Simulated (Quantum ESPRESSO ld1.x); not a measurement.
Question: Coherent X-ray form factor from a spherical all-electron density. Calculated with ld1.x of Quantum ESPRESSO 7.5: scalar-relativistic Kohn-Sham, LDA (Slater exchange, Perdew-Zunger correlation), spin-polarised, spherical densities, point nucleus, Latter tail correction.

| sin(theta)/lambda (1/angstrom) | f0 (electrons) |
|---|---|
| 0.05 | 15.446 |
| 0.1 | 14.088 |
| 0.15 | 12.502 |
| 0.2 | 11.075 |
| 0.25 | 9.933 |
| 0.3 | 9.061 |
| 0.4 | 7.860 |
| 0.5 | 6.998 |
| 0.6 | 6.226 |
| 0.8 | 4.768 |
| 1 | 3.561 |
| 1.25 | 2.535 |
| 1.5 | 1.940 |
| 2 | 1.412 |

The species is in the configuration that NIST lists as its ground one. Which atom or ion scatters so?

Answer: Neutral sulfur, [Ne] 3s2 3p4. Extrapolating in s^2 from the first two rows gives f0(0) = 15.9, near the electron count 16; among species with that count, the fall with angle is slower the higher Z, and the table is that of Z = 16; from so few rows the species is fixed only to a neighbour or two.
